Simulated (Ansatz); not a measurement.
The first iterations of a band of ClF4H4SiTa (11 atoms, charge 0, multiplicity 1).

Theory: RKS PBE/def2-SVP in Ansatz.

```json
{"movable images": "7", "climbing image": "yes", "spring": "5.0 eV/Å²", "optimiser": "quadratic models (default)", "start path": "through a guess of the saddle point", "force threshold": "0.05 eV/Å", "iteration limit": "60", "end points": "relaxed"}
```

Initial state:

```xyz
11
Properties=species:S:1:pos:R:3
Ta 0.104 0.282 0.062
Cl 2.265 1.095 -0.307
F 0.311 0.698 1.898
F 0.283 -0.782 -1.494
F -0.969 1.679 -0.539
F -1.167 -1.010 0.636
Si 1.258 -2.770 1.439
H 0.495 -3.633 0.485
H 2.648 -3.286 1.663
H 0.532 -2.561 2.730
H 1.460 -1.406 0.782
```

Final state:

```xyz
11
Properties=species:S:1:pos:R:3
Ta -0.553 -0.446 0.342
Cl 3.389 0.098 0.082
F -1.411 -0.455 2.028
F 0.572 -0.692 -1.187
F -0.035 1.344 0.523
F -2.009 -1.250 -0.517
Si 0.998 -2.247 1.543
H 0.049 -3.317 2.023
H 2.021 -2.861 0.632
H 1.648 -1.598 2.733
H 2.551 -0.269 -0.846
```

| iteration | highest image above the first end (eV) | largest band force component (eV/Å) |
| --- | --- | --- |
| 1 | 4.432 | 9.252 |
| 2 | 3.624 | 3.744 |
| 3 | 2.816 | 1.827 |
| 4 | 2.529 | 0.720 |
| 5 | 2.294 | 1.387 |
| 6 | 2.116 | 0.748 |

Task: Does the band converge within its limit, and where does its top end?

Result: It converged. It ended after 19 iterations with the highest image 1.714 eV above the first end. A vibrational analysis at the climbing image gives 2 clearly imaginary modes (371i, 51i cm⁻¹): a point of higher order. A lower path may pass nearby, or the ends, which weren't checked, may share the extra mode. The orbitals stay closed-shell, which can raise the energy where a bond breaks towards radicals; this wasn't checked here.

Time of the run: 5.6 min on 4 threads of Arm Neoverse V2, on a shared host, peak memory 0.24 GiB.
